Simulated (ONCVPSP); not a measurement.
## Varying the ONCV potential for O (Z = 8)

Base potential:

| Quantity | Value |
| --- | --- |
| Element | O (Z = 8) |
| Generator | ONCVPSP 4.0.1 |
| Type | optimised norm-conserving Vanderbilt (ONCV) |
| Functional | PBEsol |
| Relativity | scalar-relativistic |
| Frozen core | [He] |
| Valence charge | 6 |
| Reference configuration | 2s2 2p2 (charge +2) |
| Partial waves | 2s: rc 0.60 bohr, ncon 4, nbas 8, qcut 13.8 1/bohr, 1 projector; 2p: rc 1.45 bohr, ncon 3, nbas 7, qcut 10.8 1/bohr, 1 projector; d scattering state at 0.18 Ha: rc 1.45 bohr, ncon 4, nbas 9, qcut 6.1 1/bohr, 2 projectors, debl 1.4 Ha |
| Local potential | polynomial inside 0.55 bohr (lpopt 5, dvloc0 0 Ha) |
| Core correction | polynomial model core, fcfact 0.7 |

Cutoffs, loose and tight: the cutoffs (Ha) at which the residual kinetic energy of the hardest occupied pseudo-wave falls to 1 and 0.1 mHa per electron. They do not see the model core or the augmentation charge, which bear on the density cutoff. Test errors are all-electron minus pseudo excitation energies from the reference, over the configurations 2s2 2p4; 2s2 2p3; 2s2 2p1; 2s0 2p6. A dash means not determined; rows that change the core or the reference have their own tests.

```csv
change,outcome,"cutoff, loose","cutoff, tight",bound ghosts,GHOST(+) flags above zero,largest test error (meV)
base,generated,94 Ha,444 Ha,none,none,+370
p: qcut 8.4,generated,94 Ha,444 Ha,none,none,+639
p: qcut 13,generated,94 Ha,444 Ha,none,none,+268
p: qcut 14.4,generated,94 Ha,444 Ha,none,none,+266
p: qcut 15.7,generated,94 Ha,444 Ha,none,none,+245
```

Problem. What comes out with this change to the base: p: qcut 11.4?

Solution. outcome: generated; cutoff, loose: 94 Ha; cutoff, tight: 444 Ha; bound ghosts: none; GHOST(+) flags above zero: none; largest test error (meV): +329.

Problem. What comes out with this change to the base: p: qcut 7?

Solution. outcome: generated; cutoff, loose: 94 Ha; cutoff, tight: 444 Ha; bound ghosts: none; GHOST(+) flags above zero: none; largest test error (meV): +917.

Problem. What comes out with this change to the base: p: qcut 9.9?

Solution. outcome: generated; cutoff, loose: 94 Ha; cutoff, tight: 444 Ha; bound ghosts: none; GHOST(+) flags above zero: none; largest test error (meV): +454.

Reading the sweep of the qcut of the p channel (base included, trends over the rows without a ghost): The loose cutoff stays near 94 Ha. The median size of the test errors (rows with all tests solved) falls from 314.3 meV at 7 to 87.3 meV at 15.7 1/bohr.
